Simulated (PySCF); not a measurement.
## Ionisation energy of W⁺ by level of theory

W⁺ [Xe] 4f14 5d4 6s1 (6D) → W²⁺ [Xe] 4f14 5d4 (5D), as a difference of total energies. All numbers are calculated (PySCF 2.14, a scalar-relativistic core potential, in cc-pVTZ-PP with ECP60MDF (5s5p4d2f1g, 63 functions)). Correlated levels: valence: 5s2 5p6 frozen. The calculations carry no spin-orbit coupling.

```
           method  ionisation energy (eV)
              UHF                  14.993
             PBE0                  16.064
           M06-2X                  16.069
    MP2 (valence)                  15.487
SCS-MP2 (valence)                  15.158
```

Question: How much does correlation contribute at MP2 (valence)?

Answer: 15.487 − (14.993) = 0.494 eV, measured against UHF.

The reference lies between the lowest fine-structure levels, while these numbers refer to the centres of the terms.

Errors of the correlated levels include the incompleteness of this basis and the frozen core.

For comparison: 16.37 ± 0.15 eV (semi-empirical (NIST evaluation); NIST Atomic Spectra Database, ionization energies).
